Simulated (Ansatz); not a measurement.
Reaction: C2H5N (N-methylmethanimine, SMILES C=NC) → C2H5N (parent SMILES C=NC, triplet)
Each species at its own B3LYP-D3(BJ)/def2-TZVP minimum (Ansatz, a quantum-chemistry and plane-wave program).

Wanted: adiabatic triplet-singlet gap (electronic), in kJ/mol. Radicals and triplets start from unrestricted determinants; spin-orbit coupling is neglected. CBS(X,Y): correlation extrapolated as X^-3, Hartree-Fock from the larger set. A bracket is a step between two methods taken in the basis named. Functionals run without relativity, which enters their misses. Double hybrids freeze cores in their MP2 part. 'core' is core correlation in cc-pwCVTZ, 'X2C' scalar relativity in cc-pVTZ-DK, both at CCSD(T). The spin of C2H5N (parent SMILES C=NC, triplet) was assumed, and the state is the lowest solution found for it.

CCSD(T)/CBS(cc-pVTZ,cc-pVQZ) + [CCSDT(Q) - CCSD(T)]/cc-pVDZ + core + X2C (Ansatz) gives 278.4 kJ/mol.

Q: How far off this value is PBE/def2-TZVPD (Ansatz), in which direction, and how far these levels: PBE0/def2-TZVPD, wB97M-V/def2-TZVPD, B2PLYP/def2-TZVPD, CCSD(T)/CBS(cc-pVTZ,cc-pVQZ) + core + X2C?

A: PBE gives 250.2 kJ/mol, 28.2 kJ/mol below it. Differences of the others: PBE0/def2-TZVPD (Ansatz) -35.8; wB97M-V/def2-TZVPD (Ansatz) -11.7; B2PLYP/def2-TZVPD (Ansatz) -14.3; CCSD(T)/CBS(cc-pVTZ,cc-pVQZ) + core + X2C (Ansatz) -0.1 kJ/mol.
